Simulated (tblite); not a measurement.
A tight-binding relaxation on `C1C([C@]1(C(=O)Br)F)(C)C`.

Computed with GFN2-xTB geometry optimisation, gas phase (tblite 0.8.0). Start geometry: from a force field or distance geometry. A driver script takes a list of jobs; this job's settings line and coordinates (Å) are shown.

Command:
```bash
OMP_NUM_THREADS=1 python probes_run.py task.json out
```

Input:
```
{"job": {"kind": "relax", "xc": "GFN2-xTB", "basis": "xTB"}, "charge": 0, "multiplicity": 1}
C     -1.167000    -1.389300     0.587800
C     -0.460700    -0.171900     0.136000
C     -1.195000     0.878200    -0.698300
C      0.513300     0.440700     1.112400
C      0.994000    -0.360300    -0.133900
F      1.714500    -1.441500     0.334200
C      1.665500     0.474200    -1.187500
O      1.282500     0.614600    -2.238400
Br     3.306000     1.332200    -0.555300
H     -0.932900    -2.170000    -0.187900
H     -0.718300    -1.742400     1.550700
H     -2.247400    -1.293300     0.681600
H     -2.261000     0.800600    -0.476600
H     -1.016000     0.733200    -1.778100
H     -0.836400     1.908100    -0.400300
H      0.725100     1.516300     1.154100
H      0.626700    -0.117300     2.089800
```

Output:
```
step      E/eV     max force
  0    -809.61198    5.917
  1    -809.60944    6.504
  2    -810.02077    2.184
  3    -810.09812    1.781
  4    -810.13159    0.567
  5    -810.16671    0.497
  6    -810.19304    0.770
  7    -810.22134    0.665
  8    -810.23905    0.304
  9    -810.24980    0.266
... (112 lines left out)
122    -810.62316    0.051
123    -810.62335    0.033
124    -810.62358    0.036
125    -810.62383    0.037
126    -810.62408    0.034
127    -810.62424    0.024
128    -810.62431    0.029
129    -810.62436    0.017
130    -810.62440    0.013
131    -810.62443    0.007
```

«max force» is the largest atomic force in eV/Å.

From which step on does the largest force stay under 0.1 eV/Å, and how much energy is left to gain from there?

From step 96 (0.055 eV/Å), 9.0 meV above the end.

Summary of the converged run: energy lowered by 23.3 kcal/mol over 131 steps; largest atomic force 0.007 eV/Å at the end.

Give the final coordinates.

0.722 Å rms from the input after alignment:
```
atom  x, y, z in Å
C1    -1.0229   -1.4517    0.5357
C2    -0.4332   -0.1061    0.1835
C3    -1.2193    0.6513   -0.8583
C4     0.3042    0.6500    1.2380
C5     1.1030   -0.0469    0.1550
F6     1.7505   -1.1878    0.5231
C7     1.8014    0.7470   -0.8500
O8     1.5370    1.8490   -1.2115
Br9    3.3013   -0.1982   -1.6704
H10   -1.1005   -2.0737   -0.3539
H11   -0.4122   -1.9730    1.2675
H12   -2.0206   -1.3128    0.9475
H13   -2.2132    0.8637   -0.4692
H14   -1.3258    0.0551   -1.7626
H15   -0.7441    1.5933   -1.1169
H16    0.2978    1.7293    1.2066
H17    0.3898    0.2235    2.2261
```

How long does this job take on Arm Neoverse V1, one thread, on a shared host?

About 1.1 s.
Labels such as C1 count atoms from 1, the log's own numbers from 0.
